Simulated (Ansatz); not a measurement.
C4H12GeO (SMILES CC[O][GeH]([CH3])[CH3]), singlet, at a GFN2-xTB geometry; R2SCAN/6-31G (Ansatz, a first-principles code).

The Ansatz input:
Ansatz 0.2 input:
```yaml
crystal:
  periodic: [false, false, false]
  atoms:
    - {symbol: Ge, position_ang: [-0.72859011, 0.19415254, 0.35628748]}
    - {symbol: C, position_ang: [-1.02502832, -1.58510743, 1.18952489]}
    - {symbol: C, position_ang: [-2.00375349, 0.67479218, -1.06472919]}
    - {symbol: O, position_ang: [0.80200023, 0.18974263, -0.53300904]}
    - {symbol: C, position_ang: [2.07405115, -0.09947697, 0.00154040]}
    - {symbol: C, position_ang: [3.11913724, 0.11013850, -1.08424538]}
    - {symbol: H, position_ang: [-0.61533123, 1.26032873, 1.44733790]}
    - {symbol: H, position_ang: [-0.97054911, -2.35983107, 0.42861195]}
    - {symbol: H, position_ang: [-0.27291955, -1.79442492, 1.94596635]}
    - {symbol: H, position_ang: [-2.00124136, -1.63514891, 1.66019047]}
    - {symbol: H, position_ang: [-3.00574751, 0.80028647, -0.66539994]}
    - {symbol: H, position_ang: [-1.70345105, 1.59973101, -1.54704524]}
    - {symbol: H, position_ang: [-2.02662120, -0.10885397, -1.81681623]}
    - {symbol: H, position_ang: [2.11062410, -1.13785991, 0.35640709]}
    - {symbol: H, position_ang: [2.28816522, 0.55572132, 0.85590405]}
    - {symbol: H, position_ang: [3.09030200, 1.14021721, -1.42936154]}
    - {symbol: H, position_ang: [4.11032199, -0.11162981, -0.69722258]}
    - {symbol: H, position_ang: [2.90889000, -0.54143599, -1.92824354]}
basis:
  gaussian:
    orbitals: 6-31G
hamiltonian:
  xc: r2scan
```

The log (banner, timings and long lists left out):

```
Functional definition: r2SCAN
1220 factors; integrals over basis functions are off by at most 4.2e-4 eV
mean field evaluation 1: about -62880.0042 eV, gradient 8.0e1 eV
mean field evaluation 2: about -62859.9749 eV, gradient 1.2e2 eV
mean field evaluation 4: about -62894.4125 eV, gradient 5.5e0 eV
mean field evaluation 8: about -62894.4551 eV, gradient 1.0e-1 eV
mean field evaluation 16: about -62894.4551 eV, gradient 1.6e-5 eV
mean field -62894.45509216 eV, -2311.3285932439 hartree, gradient 1.6e-5 eV, S^2 0.000000; 0 other end points of the search recorded, 0 dependent functions left out
reference -62894.45510338 eV, -2311.3285936562 hartree; 38, 38 occupied and 60, 60 virtual orbitals, 1220 factors
Total energy: -62894.45510338 eV, -2311.3285936562 hartree
```
